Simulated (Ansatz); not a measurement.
`[SiH3][SiH2]B1C[SiH2]1` + `CCBS` → `CCBS[SiH3]` + `[SiH3]B1C[SiH2]1`  (cleavage of the Si–Si bond)

Gas-phase electronic energies from Ansatz, PBE0-D4/def2-TZVP geometries. CBS: MP2 limit from def2 TZ/QZ plus the TZ coupled-cluster correction, frozen cores. This one scheme is used for every species. DFT in def2-TZVPP. B3LYP here is the variant with VWN-RPA as its local correlation; programs differ in this. Each species was taken in one conformer, which may not be the lowest.

```tsv
level	ΔE (kcal/mol)	difference from CCSD(T)/CBS
revPBE-D4	-7.4	2.7
B97M-V	-8.3	1.8
r2SCANh-D4	-8.9	1.2
PBE0	-7.8	2.3
B3LYP	-9.1	1.0
HF/def2-SVP	-11.1	-1.0
HF/def2-TZVPP	-12.4	-2.3
SCS-MP2/def2-QZVPP	-12.1	-2.0
MP2/CBS(def2)	-12.2	-2.1
CCSD/CBS(def2)	-10.3	-0.2
CCSD(T)/CBS	-10.1	0
```

Largest T1 diagnostic among the species: 0.015.

In def2-TZVPP, CCSD(T) changes the Hartree–Fock value by +2.9 kcal/mol (the triples alone add +0.2 kcal/mol) and MP2 by +0.8 kcal/mol. At CCSD(T), def2-SVP lies +2.1 kcal/mol from the extrapolated value and def2-TZVPP +0.7 kcal/mol.

CCSD(T)/CBS has its own doubt, a few kJ/mol and more with outer-core shells, so smaller differences from it don't rank the levels.
